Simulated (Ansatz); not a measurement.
`O[SiH]1[SiH2]S1` + H₂ → `[SiH2]1[SiH2]S1` + H₂O at 400 K and 1 bar (hydrogenolysis of the Si–O bond).

Program: Ansatz. Geometries: PBE0-D4/def2-TZVP. ΔE: electronic, gas phase. CCSD(T)/CBS adds triple-zeta CCSD(T) − MP2 to the extrapolated MP2 energy (def2 sets, frozen cores). This one scheme is used for every species. One conformer a species, not always the lowest.

```csv
species,CCSD(T)/CBS energy (Eh),H − E (kJ/mol),S (J/(mol·K))
`O[SiH]1[SiH2]S1`,-1053.58572,141.1,355.3
H₂,-1.17544,38.0,139.0
`[SiH2]1[SiH2]S1`,-978.35432,118.3,315.4
H₂O,-76.37941,69.8,198.6
```

H − E and S are ideal-gas, rigid-rotor, harmonic terms from PBE0-D4/def2-TZVP, for one conformer and one mirror image of each species. The MP2-based limit puts H₂ 0.8 mEh under its directly extrapolated value; such offsets cancel only in part. 1 Eh = 2625.50 kJ/mol, R = 8.31446 J/(mol·K).

Problem. By hand: ΔE, ΔH, ΔS and ΔG.

Solution. ΔE = (-978.35432) + (-76.37941) − (-1053.58572) − (-1.17544) = 0.02743 Eh = 72.0 kJ/mol. Δ(H − E) = 118.3 + 69.8 − 141.1 − 38.0 = 9.0, so ΔH = 81.0 kJ/mol. ΔS = 315.4 + 198.6 − 355.3 − 139.0 = 19.7 J/(mol·K). ΔG = 81.0 − 400 × (19.7)/1000 = 73.1 kJ/mol.

Problem. By hand: the equilibrium constant, and the temperature at which ΔG would vanish if ΔH and ΔS stayed fixed.

Solution. log₁₀ K = −ΔG/(RT ln 10) = -9.5. ΔG = 0 at ΔH/ΔS = 4112 K, far beyond where these terms or the molecules hold.

ΔH outweighs TΔS. A doubt of 5 kJ/mol in ΔE shifts log₁₀ K by 0.7 here. Other conformers and mirror images would add mixing entropy, several J/(mol·K) or more a flexible species. These are equilibria of isolated gas molecules and say nothing of rates. Largest T1 diagnostic: 0.014 (customary marks: 0.02 for closed shells, 0.045 for open ones).
